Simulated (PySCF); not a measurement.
A structure optimised at PBE-D3(BJ)/def2-SVP, used in a PySCF frequency run:

```xyz
11

N     -0.1483     3.0345     0.0000
C      0.0054     1.8680     0.0000
C      0.1301     0.4584     0.0000
C      1.2591    -0.3195     0.0000
C      0.8382    -1.7772     0.0000
Si    -0.9586    -1.0935     0.0000
H      2.3041     0.0471     0.0000
H      1.1686    -2.3436    -0.8967
H      1.1686    -2.3436     0.8967
H     -1.7893    -1.3348    -1.2291
H     -1.7893    -1.3348     1.2291
```
Charge 0, spin multiplicity 1.

Problem. Write its SMILES, formula and point group.

Solution. N#CC1=CC[SiH2]1, C₄H₅NSi, Cs

Problem. What are its rotational constants (standard atomic weights)?

Solution. 6.9219, 1.9074, 1.5378 GHz
